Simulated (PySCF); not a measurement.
A GIAO shielding run with PySCF 2.14 (density fitting, non-relativistic, gas phase) on SMILES C=Nc1cscc1C, C$_{6}$H$_{7}$NS:

```
$ OMP_NUM_THREADS=1 python probes_run.py task.json out

{"job": {"kind": "nmr", "xc": "PBE0", "basis": "pcSseg-1"}, "charge": 0, "multiplicity": 1}
C      2.351777    -1.078802    -0.204287
N      1.152443    -0.877632    -0.523473
C      0.455657     0.254127    -0.164016
C      0.950457     1.527078    -0.070304
S     -0.274609     2.674320     0.277012
C     -1.465656     1.427262     0.340296
C     -0.958389     0.200840     0.070673
C     -1.728939    -1.073605     0.030708
H      2.829030    -1.976610    -0.569038
H      2.949878    -0.416966     0.428079
H      1.953261     1.860403    -0.251387
H     -2.481644     1.688854     0.560272
H     -2.786318    -0.891222     0.201995
H     -1.593912    -1.550132    -0.938499
H     -1.357450    -1.759926     0.790056
```

Hardware: 1 thread of an Arm Neoverse N1, shared host. The job also computes population analyses, field gradients, ring-centre shieldings.

(1) How large is the calculation?

(2) How long does it take, and how much memory does it need?

## Answers

(1) 66 electrons, 178 basis functions and 937 auxiliary functions.

(2) 41 s of wall time, with 14 SCF cycles and 5 response iterations; peak memory 0.81 GiB. Times on a shared host scatter by some tens of per cent.
